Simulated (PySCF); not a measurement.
Ga(Cl)2(SeH) (Cl2GaHSe), SMILES [Cl][Ga]([Cl])[SeH].

The structure is a stationary point at PBE0-D3(BJ)/def2-SVP. The structure was generated by enumeration; whether it is a known compound was not checked. The values are those of a single conformer.

Two levels are set side by side: TDA-PBE/def2-SVPD (PySCF) and TDA-CAM-B3LYP/def2-SVPD (PySCF). Vertical, same geometry. The lowest singlet is HOMO→LUMO 100 % with PBE and HOMO→LUMO 91 % with the other functional; states are paired by order. Differences are taken from unrounded values.

```json
[
 {"quantity": "lowest singlet excitation (eV)", "TDA-CAM-B3LYP": "4.86", "TDA-PBE": "4.19", "TDA-PBE minus TDA-CAM-B3LYP": "-0.66"},
 {"quantity": "lowest triplet excitation (TDA) (eV)", "TDA-CAM-B3LYP": "4.46", "TDA-PBE": "3.86", "TDA-PBE minus TDA-CAM-B3LYP": "-0.60"},
 {"quantity": "first bright state (f over 0.05) (eV)", "TDA-CAM-B3LYP": "6.70", "TDA-PBE": "5.69", "TDA-PBE minus TDA-CAM-B3LYP": "-1.00"},
 {"quantity": "its oscillator strength", "TDA-CAM-B3LYP": "0.38", "TDA-PBE": "0.18", "TDA-PBE minus TDA-CAM-B3LYP": "-0.21"}
]
```

A lower first singlet is the usual sign of a functional without exact exchange. Differences between two approximate levels are no errors against the true value.

Rough cost on one machine, each run with all the roots and properties that it gave: TDA-CAM-B3LYP against TDA-PBE about 5 times.
